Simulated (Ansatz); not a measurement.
Question: Predict a relaxed structure of the cluster ReSe2, charge 0, doublet, at r2SCAN-D4/def2-TZVP (Ansatz).

Answer: 
Cartesian coordinates in Å:
```
Re 0.468 0.539 -0.167
Se -1.663 1.017 0.235
Se 1.195 -1.557 -0.068
```
Point group C2v (tolerance 0.1 Å). The metal has 2 neighbours: Se 2.22 Å, Se 2.22 Å. This is one stationary point.

In the def2 sets Re takes a core potential; there is no spin–orbit coupling. The charge 0 doublet is spin-contaminated (final ⟨S²⟩ up to 1.57, 0.75 for a pure state). The relaxation made no stability test and no search for a lower SCF solution. At r2SCAN-D4/def2-TZVP a quartet of charge 0 lies 0.55 eV below the doublet, each at its own geometry. The structure comes from a short search, and lower isomers may exist.
